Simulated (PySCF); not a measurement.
Isomers of CH6OSi2. Gas-phase values, no solvent. One relaxed conformer stands for each flexible species; it need not be the lowest. Strings in code marks are SMILES. All members: neutral, multiplicity 1. Level: PBE-D3(BJ)/def2-TZVP // B3LYP-D3(BJ)/def2-TZVP (PySCF). Delta-SCF ions had no search for a lower state.  The removal energy is E(N − 1 electrons) − E(N electrons) at the parent's geometry; ε(HOMO) is measured against the vacuum level.

| species | −ε(HOMO) (eV) | vertical ionisation energy (Delta-SCF) (eV) |
|---|---|---|
| `CO[SiH]=[SiH2]` (C–O–Si–Si torsion 142°) | 5.09 | 7.77 |
| `C=[Si](O)[SiH3]` (Si–Si–O–H torsion 180°) | 5.16 | 8.10 |
| `C=[SiH]O[SiH3]` (C–Si–O–Si torsion 1°) | 5.25 | 8.32 |
| `O=C([SiH3])[SiH3]` | 5.25 | withheld |
| `C[SiH2][SiH]=O` (C–Si–Si–O torsion 0°) | 6.15 | 9.32 |
| `[SiH3][C@@H]1O[SiH2]1` | 6.46 | 9.56 |

Question: Fit vertical ionisation energy (Delta-SCF) = a + b·x to the 5 complete rows by least squares, with x = −ε(HOMO) in eV. Give a, b and the rms residual, and predict the withheld value.

Answer: Means of the 5 rows: x̄ = 5.622, ȳ = 8.614 eV. Σ(x − x̄)² = 1.6159 and Σ(x − x̄)(y − ȳ) = 1.9614, so b = 1.214 and a = ȳ − b·x̄ = 1.789 eV. The rms residual is 0.123 eV. At x = 5.25 the line gives 8.16 eV. The run for `O=C([SiH3])[SiH3]` gave 8.42 eV, so the line is off by 0.26 eV, more than twice the rms residual.

Codes: PySCF.
